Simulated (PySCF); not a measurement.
Cl2HHfO, SMILES [Cl][Hf+]([Cl])[OH], charge +1, multiplicity 1. Coordinates come from a PBE-D3(BJ)/def2-SVP optimisation. The spin state was assumed, not searched. The isomer is the one that the SMILES or the coordinates give; other isomers of the formula were not compared. The def2 effective core potentials stand for the cores of Hf; spin–orbit coupling is left out. One conformer was computed; it need not be the lowest.

These are PySCF with PBE-D3(BJ)/def2-SVP values and carry that method's errors.

Harmonic wavenumbers (cm⁻¹): 102, 129, 158, 380, 413, 418, 507, 782, 3740. Rotational constants (GHz): 2.991, 1.872, 1.350; symmetry number 1.

Work out the zero-point energy and the ideal-gas rigid-rotor harmonic-oscillator thermochemistry at 298.15 K and 1 atm.

ZPE = ½ Σ hcν = ½ × 6629 cm⁻¹ = 9.48 kcal/mol. H − E(el) = 13.89 kcal/mol. Entropy in cal/(mol K): translation 42.64, rotation 28.14, vibration 12.67, total 83.45. G − E(el) = -10.99 kcal/mol. Cp = 20.02 cal/(mol K). Modes under 150 cm⁻¹ make the vibrational entropy uncertain.
